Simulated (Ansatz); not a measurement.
Job for Ansatz (a program for electronic structure): R-wB97X-V/def2-TZVPP on BH4P (SMILES BP), a point of a torsion scan.

Ansatz 0.2 input:
```yaml
crystal:
  periodic: [false, false, false]
  atoms:
    - {symbol: B, position_ang: [-0.85634179, -0.02012758, -0.11789146]}
    - {symbol: P, position_ang: [0.98731198, 0.32703404, -0.18081335]}
    - {symbol: H, position_ang: [-1.59291265, 0.78883895, -0.52939342]}
    - {symbol: H, position_ang: [-1.27538930, -0.88110021, 0.55183446]}
    - {symbol: H, position_ang: [1.24484616, -0.19387622, -1.43410408]}
    - {symbol: H, position_ang: [1.45855752, -0.81568595, 0.44742617]}
basis:
  gaussian:
    orbitals: def2-TZVPP
hamiltonian:
  xc: {name: wB97X-V}
scf: {lower_state_search: off}
```

Output:

```
WARN ansatz: RAYON_NUM_THREADS=1 ignored (pool sized by the plan → 1); use --threads N
Functional definition: wB97X-V
these checks for a lower state are left out or cut short: stability, starts, cluster_reference, orbital_swaps, neighbouring_geometries, increment
integrals: 0.05 GiB planned
697 factors; their error is unknown
integrals: 0.08 GiB planned
175 factors; integrals over basis functions are off by at most 1.4e-5 eV
mean field: 0.48 GiB planned
mean field evaluation 1: about -10027.5111 eV, gradient 1.2e1 eV
mean field evaluation 2: about -10027.9665 eV, gradient 5.0e0 eV
mean field evaluation 4: about -10028.0459 eV, gradient 3.3e-1 eV
mean field evaluation 8: about -10028.0416 eV, gradient 3.0e-1 eV
mean field evaluation 16: about -10028.0417 eV, gradient 2.3e-5 eV
mean field -10028.04171986 eV, -368.5237359541 hartree, gradient 6.5e-6 eV, S^2 0.000000; 0 other end points of the search recorded, 0 dependent functions left out
reference -10028.04171804 eV, -368.5237358873 hartree; 12, 12 occupied and 117, 117 virtual orbitals, 697 factors
Total energy: -10028.04171804 eV, -368.5237358873 hartree
Checks for a lower state left out: stability, starts, cluster_reference, orbital_swaps, neighbouring_geometries, increment
```

The calculation finished and met its thresholds.

Cost: roughly 4 core-seconds.
